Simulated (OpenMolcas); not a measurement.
## C: thermal populations, Slater's ratio, the spin-orbit constant, worked from levels

```json
{
  "Program": "OpenMolcas 26.06",
  "Basis": "ANO-RCC-VDZP [3s2p1d]",
  "Scalar Hamiltonian": "DKH3, point nucleus",
  "Active space": "2 electrons in 3 orbitals (2p)",
  "State averaging": "2S+1 = 3 even, 3 roots; 2S+1 = 1 even, 6 roots",
  "Spin-orbit coupling": "RASSI with atomic mean-field integrals over the reference wave functions, term energies averaged over their components"
}
```

Methods: CASSCF; SS-CASPT2, IPEA 0.25 Eh, imaginary shift 0.1 Eh (closed shells correlated: 1s 2s). Measured levels: NIST Handbook of Basic Atomic Spectroscopic Data.

**Thermal populations.** Z = Σ (2J + 1) exp(-E/kT) with k = 0.695035 cm-1/K, over the levels below. No other level of either list lies under 33700 cm-1, which is above 7 kT at each temperature.

```
      Level  2J + 1  SS-CASPT2  measured
2s² 2p² ³P₀       1        0.0       0.0
2s² 2p² ³P₁       3       15.4      16.4
2s² 2p² ³P₂       5       46.1      43.4
2s² 2p² ¹D₂       5      11660     10193
2s² 2p² ¹S₀       1      25590     21648
```

```tsv
T (K)	Z, SS-CASPT2	Z, measured levels	Ground level (%), SS-CASPT2	Ground level (%), measured levels
2000	8.805	8.814	11.4	11.3
3000	8.887	8.911	11.3	11.2
5000	9.096	9.192	11.0	10.9
```

At 5000 K, kT = 3475 cm-1, and the computed levels give Z = 1.000 + 2.987 + 4.934 + 0.175 + 0.001 = 9.096.

**Slater's ratio.** With one set of orbitals, p2 has ¹D - ³P = 6 F2 and ¹S - ¹D = 9 F2 (F2 = F²/25), a ratio of 3/2. Term energies are centres of gravity, weighted by 2J + 1.

```tsv
Source	¹D - ³P	¹S - ³P	F2 from the first	Ratio
CASSCF	12833	31761	2139	1.475
SS-CASPT2	11627	25557	1938	1.198
measured	10163	21618	1694	1.127
```

Energies in cm-1. A ratio away from 3/2 shows effects beyond one configuration with one set of orbitals, and in heavier atoms second-order spin-orbit shifts.

**The spin-orbit constant.** For the Hund term ³P of p2, E(J) = (A/2) J(J+1) + constant and ζ = 2S·A = 2A. From J = 0 to J = 2 the energy changes by 3 A.

```json
{"Source": "CASSCF", "E(2) - E(0)": "46.1", "A": "15.4", "ζ": "31"}
{"Source": "SS-CASPT2", "E(2) - E(0)": "46.1", "A": "15.4", "ζ": "31"}
{"Source": "measured", "E(2) - E(0)": "43.4", "A": "14.5", "ζ": "29"}
```

All in cm-1. SS-CASPT2 is off by +6.2 % and CASSCF by +6.2 %. Both methods take the spin-orbit matrix elements from the reference wave functions, so the second can move ζ only through the term energies and any multistate remixing. Second-order mixing with other terms is absorbed into this ζ.

CASPT2 breaks the degeneracy within a term, and the mean is taken; among the terms shown or strongly mixed into the levels shown the widest spread is 160 cm-1 (2s² 2p² ¹D, SS-CASPT2). With the s shell closed, the reference lacks s² → p² mixing. Without dynamic correlation excited terms often stand tens of per cent too high (terms of higher spin than the ground term too low), and those without a measured partner can miss by more than the paired ones (holds for CASSCF). Some terms miss by over 15 % even with CASPT2, which points to a basis or an active space too small for the shells correlated (holds for SS-CASPT2). Measured partners are found by configuration, term and J. A level has none where our copy of the source lacks it or the pairing is in doubt (some pairs that miss far off the trend of their configuration count as doubtful), and it then counts in no deviation. Only configurations of the active space appear.
